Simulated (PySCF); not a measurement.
# Working out the ionisation energy of Bi

Bi [Xe] 4f14 5d10 6s2 6p3 (4S) → Bi+ [Xe] 4f14 5d10 6s2 6p2 (3P). Calculation: PySCF 2.14, in def2-TZVPPD with the def2 core potential (60 electrons); a scalar-relativistic core potential. Frozen: nothing. Energies in hartree (1 hartree = 27.21139 eV):

```csv
part,Bi (lower),Bi+ (upper)
UHF,-213.593796,-213.291969
CCSD correlation,-0.411365,-0.396582
(T),-0.008655,-0.007595
```

**Question.** What does Hartree-Fock give?

**Answer.** (-213.291969) − (-213.593796) = 0.301827 hartree = 8.213 eV.

**Question.** What do CCSD and CCSD(T) give?

**Answer.** The CCSD correlation energies differ by 0.014783 hartree = 0.402 eV and the triples by 0.001060 hartree = 0.029 eV, so CCSD gives 8.615 eV and CCSD(T) 8.644 eV.

Reference: 7.286 eV (measured; NIST Atomic Spectra Database, ionization energies), between the lowest levels; spin-orbit coupling is absent from the calculation.

What remains against the reference includes basis incompleteness and higher excitations.
